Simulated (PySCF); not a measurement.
A structure optimised at PBE0-D3(BJ)/def2-SVP, used in a PySCF frequency run:

```
Ga
N 1 1.8282
H 2 1.0129 1 124.58
H 2 1.0156 3 111.30 1 179.99
C 1 1.9958 2 117.22 3 -179.97
H 5 1.1001 1 110.13 2 -120.90
H 5 1.1001 6 108.20 1 120.35
H 5 1.1015 6 109.37 7 119.05
```
Charge 0, spin multiplicity 2.

Task: Write its SMILES and formula.

Result: [CH3][Ga][NH2], CH5GaN

Task: What are its rotational constants (standard atomic weights)?

Result: 18.758, 5.4711, 4.3525 GHz
